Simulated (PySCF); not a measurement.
Species: C5H8F2Si.
Bonds: F1–C2, C2–F3, C2–Si4, Si4–C5, C5–C6, C6–C7 (double), C7–C8, Si4–C8. Hydrogens: H9 on C2; H10 on Si4; H11, H12 on C5; H13 on C6; H14 on C7; H15, H16 on C8.

The same species was optimised twice, with GFN2-xTB and with PBE0-D3(BJ)/def2-SVP (PySCF), and the same property calculations (PySCF, gas phase) were run on both structures.

| coordinate | GFN2-xTB | PBE0-D3(BJ)/def2-SVP | change |
| --- | --- | --- | --- |
| C2–Si4 (Å) | 1.942 | 1.918 | -0.024 |
| C6=C7 (Å) | 1.321 | 1.342 | +0.021 |
| Si4–C8 (Å) | 1.906 | 1.892 | -0.014 |
| Si4–C5 (Å) | 1.906 | 1.892 | -0.014 |
| C5–C6 (Å) | 1.503 | 1.509 | +0.006 |
| C7–C8 (Å) | 1.503 | 1.508 | +0.005 |
| C2–F3 (Å) | 1.364 | 1.362 | -0.002 |
| F1–C2 (Å) | 1.364 | 1.363 | -0.001 |
| Si4–C5–C6 (°) | 103.7 | 101.3 | -2.4 |
| Si4–C8–C7 (°) | 103.6 | 101.3 | -2.3 |
| F1–C2–F3 (°) | 105.8 | 108.0 | +2.2 |
| C5–Si4–C8 (°) | 94.1 | 96.3 | +2.2 |
| C2–Si4–C8 (°) | 111.0 | 109.1 | -1.9 |
| C2–Si4–C5 (°) | 111.0 | 109.2 | -1.8 |
| F1–C2–Si4 (°) | 110.4 | 109.9 | -0.5 |
| F3–C2–Si4 (°) | 110.4 | 110.3 | -0.1 |
| F1–C2–Si4–C5 (°) | -173 | -172 | +1 |

Rotational constants: A = 3329, B = 1068, C = 893.5 MHz (GFN2-xTB) against A = 3053, B = 1152, C = 967.0 MHz (PBE0-D3(BJ)/def2-SVP). Point groups within 0.08 Å: Cs and Cs.

On the GFN2-xTB structure: lowest singlet, TDDFT (eV) 6.38 [B3LYP/def2-SVPD]; isotropic polarisability (au) 83.2 [B3LYP/def2-SVPD]; HOMO (eV) -7.16 [B3LYP/def2-SVPD]; LUMO (eV) 0.09 [B3LYP/def2-SVPD]; dipole (D) 2.58 [B3LYP/def2-SVPD].

Problem. What do these properties become on the PBE0-D3(BJ)/def2-SVP structure?

Solution. 
| property | level | on GFN2-xTB | on PBE0-D3(BJ)/def2-SVP | change |
| --- | --- | --- | --- | --- |
| lowest singlet, TDDFT (eV) | B3LYP/def2-SVPD | 6.38 | 6.42 | +0.04 |
| isotropic polarisability (au) | B3LYP/def2-SVPD | 83.2 | 84.0 | +0.8 |
| HOMO (eV) | B3LYP/def2-SVPD | -7.16 | -7.15 | +0.01 |
| LUMO (eV) | B3LYP/def2-SVPD | 0.09 | -0.16 | -0.25 |
| dipole (D) | B3LYP/def2-SVPD | 2.58 | 2.58 | 0.00 |
| energy, GFN2-xTB geometry as zero (kcal/mol) | B3LYP/def2-SVPD | 0.0 | -1.3 | -1.3 |

The heavy atoms differ by 0.158 Å rms after alignment. Among bonds between heavy atoms C2–Si4 changes most (-0.024 Å). Changes are differences of the printed values. Neither structure is proved a minimum here.
